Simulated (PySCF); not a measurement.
Species: C₄H₇O (charge 0, doublet). It need not be the lowest isomer of its formula. 
Coordinates optimised at B3LYP-D3(BJ)/def2-TZVP (Ansatz):
SMILES: C[CH]CC=O
```xyz
12

C     -2.3234    -0.1969    -0.0334
C     -0.8958     0.1191    -0.2845
C      0.1620    -0.4165     0.6016
C      1.5749    -0.0281     0.2477
O      1.8910     0.6683    -0.6804
H     -2.9780     0.2691    -0.7692
H     -2.6472     0.1393     0.9616
H     -2.5123    -1.2793    -0.0569
H     -0.5978     0.7431    -1.1142
H      0.0106    -0.1205     1.6546
H      0.1436    -1.5196     0.6501
H      2.3474    -0.4437     0.9289
```
Charge 0, spin multiplicity 2.

Dispersion corrections to the total energy (kcal/mol) from the dftd3 and dftd4 libraries through PySCF: D3(BJ) without and D4 with the three-body term, each with the damping fitted for the functional named.

| functional | D3(BJ) | D4 |
|---|---|---|
| B2PLYP | -3.75 | -3.17 |
| LC-wPBE | -4.47 | -5.00 |
| PBE0 | -4.24 | (withheld) |
| BHLYP | -6.36 | -4.91 |
| TPSSh | -5.65 | (withheld) |
| PBE | -5.04 | -4.55 |
| B2GP-PLYP | -2.64 | (withheld) |

Task: What belongs in the gaps?

Result: 
- PBE0, D4: -3.80
- TPSSh, D4: -5.60
- B2GP-PLYP, D4: -1.89
